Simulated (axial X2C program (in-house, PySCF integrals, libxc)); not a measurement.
TlH: cheaper levels and CCSD(T), 2c

All values were computed with an in-house relativistic program for diatomic molecules. Two-component (2c) means X2C with spin–orbit coupling and atomic mean-field two-electron Coulomb and Gaunt terms. Basis: Tl dyall-cv3z [12s14p10d7f1g], H dyall-v3z [6s2p1d] (cores contracted in-house); Gaussian nuclei, density fitting, unrestricted open shells. Masses: Tl 204.974 u, H 1.008 u.

State: Ω = 0 (closed shell); fragments Tl + H.

```csv
level,Re (Å),ωe (cm⁻¹),De (eV)
PBE0,1.878,1393.9,2.03
HF,1.872,1443.6,1.10
MP2,1.859,1434.6,1.86
CCSD,1.879,1387.0,2.06
LDA,1.870,1383.5,2.46
```

Correlated methods: 14 electrons correlated (number of frozen shells: Tl 5 s, 4 p, 2 d, 1 f; H none), 206 virtual spin orbitals or spinors in MP2, 90 natural virtuals in coupled cluster.

CCSD(T), same Hamiltonian and basis:

Re = 1.882 Å, ωe = 1374.4 cm⁻¹, De = 2.08 eV; T1 = 0.014 (Lee–Taylor normalisation).

(1) Give the differences from CCSD(T) in the columns below.

The state is one determinant whose occupation by symmetry is held fixed; it was picked as the lowest of a PBE0 search that is not exhaustive. Closed shells are restricted here (equal orbitals for both partners); the stretched side of such a curve lies too high. De is counted from the lowest determinant-based energies of the atoms at the same level, without counterpoise correction. Coupled cluster ran in a truncated set of natural virtual spinors; the MP2 energy of the rest was added. (T) has no such correction and the atoms are truncated less, which lowers De at CCSD(T) by a hundredth of an eV or more. The functionals have no current-density term, which raises determinants with orbital currents, atoms included.

Results:

(1) 

```csv
level,ΔRe (Å),Δωe (cm⁻¹),ΔDe (eV)
PBE0,-0.004,20,-0.05
HF,-0.010,69,-0.98
MP2,-0.023,60,-0.22
CCSD,-0.003,13,-0.02
LDA,-0.012,9,0.38
```
